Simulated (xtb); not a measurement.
C4H10Si2, SMILES C=C[Si@H]1CC[SiH2]1. All values are semi-empirical tight-binding results from xtb (GFN2-xTB unless named), good for trends rather than for accurate numbers. Geometry optimised at GFN2-xTB. The structure was generated by enumeration; whether it is a known compound was not checked. Other conformers were not sampled.

Task: Estimate the properties. (An estimate is asked for; the answer gives what the named calculation found.)

Result: 
```json
{
 "orbital_gap": "3.13 eV",
 "dipole_moment": "0.67 D",
 "zero_point_energy": "75.2 kcal/mol",
 "G − E(el) at 298.15 K (modified RRHO)": "54.0 kcal/mol",
 "static polarisability (D4 model)": "99.9 bohr³",
 "solvation energy, GFN2-xTB/ALPB(water)": "-0.4 kcal/mol",
 "solvation energy, GFN2-xTB/ALPB(dmf)": "-5.5 kcal/mol"
}
```
